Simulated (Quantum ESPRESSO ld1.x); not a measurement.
Results of a calculation; reference values are marked as such.
Question: Radial electron density D(r) = 4 pi r^2 rho(r) of an atom or ion with 13 electrons. Level of theory: scalar-relativistic Kohn-Sham, LDA (Slater exchange, Perdew-Zunger correlation), spin-polarised, spherical densities, point nucleus (ld1.x of Quantum ESPRESSO 7.5).

| r (bohr) | D(r) (e/bohr) | spin D(r) |
|---|---|---|
| 0.00498 | 6.865 | -0.0000107 |
| 0.00557 | 8.193 | 0.0000576 |
| 0.00623 | 9.731 | 0.000176 |
| 0.006913 | 11.36 | 0.000353 |
| 0.007732 | 13.35 | 0.000656 |
| 0.008649 | 15.59 | 0.00113 |
| 0.009674 | 18.07 | 0.00186 |
| 0.01082 | 20.77 | 0.00297 |
| 0.01201 | 23.44 | 0.00450 |
| 0.01343 | 26.45 | 0.00691 |
| 0.01502 | 29.52 | 0.0104 |
| 0.0168 | 32.53 | 0.0156 |
| 0.01879 | 35.37 | 0.0229 |
| 0.02085 | 37.71 | 0.0325 |
| 0.02332 | 39.78 | 0.0468 |
| 0.02609 | 41.22 | 0.0666 |
| 0.02918 | 41.93 | 0.0935 |
| 0.03264 | 41.84 | 0.129 |
| 0.03621 | 41.06 | 0.173 |
| 0.0405 | 39.57 | 0.232 |
| 0.0453 | 37.65 | 0.305 |
| 0.05067 | 35.65 | 0.393 |
| 0.05668 | 33.98 | 0.495 |
| 0.0634 | 33.06 | 0.605 |
| 0.07034 | 33.19 | 0.710 |
| 0.07868 | 34.56 | 0.813 |
| 0.08801 | 37.09 | 0.890 |
| 0.09843 | 40.40 | 0.924 |
| 0.1101 | 43.79 | 0.896 |
| 0.1222 | 46.23 | 0.805 |
| 0.1366 | 47.28 | 0.639 |
| 0.1528 | 46.07 | 0.421 |
| 0.171 | 42.37 | 0.196 |
| 0.1912 | 36.56 | 0.0317 |
| 0.2122 | 30.06 | -0.00170 |
| 0.2373 | 22.97 | 0.151 |
| 0.2654 | 16.94 | 0.524 |
| 0.2969 | 12.72 | 1.08 |
| 0.3321 | 10.43 | 1.72 |
| 0.3685 | 9.582 | 2.24 |
| 0.4122 | 9.238 | 2.59 |
| 0.461 | 8.696 | 2.62 |
| 0.5156 | 7.526 | 2.32 |
| 0.5767 | 5.792 | 1.80 |
| 0.6451 | 3.887 | 1.22 |
| 0.7158 | 2.344 | 0.740 |
| 0.8006 | 1.160 | 0.371 |
| 0.8955 | 0.4801 | 0.157 |
| 1.002 | 0.1633 | 0.0545 |
| 1.12 | 0.04479 | 0.0154 |
| 1.243 | 0.01090 | 0.00387 |
| 1.39 | 0.001850 | 0.000684 |
| 1.555 | 0.0002353 | 0.0000912 |

What is the nuclear charge?

Answer: Z = 34. The innermost maximum, from 1s, lies near gamma/Z bohr with gamma = sqrt(1 - (Z/c)^2) = 0.969, here 0.0285 bohr (found: 0.0304), and its height grows with Z. The density is that of the selenium ion Se21+ in [Ne] 3s2 3p1; the configuration itself is not fixed sharply by these data, and Z only to about a unit. D(r) has 2 maxima, at r = 0.0304, 0.137 bohr, and minima at 0.0660 bohr, inside which lie 2.10 electrons.
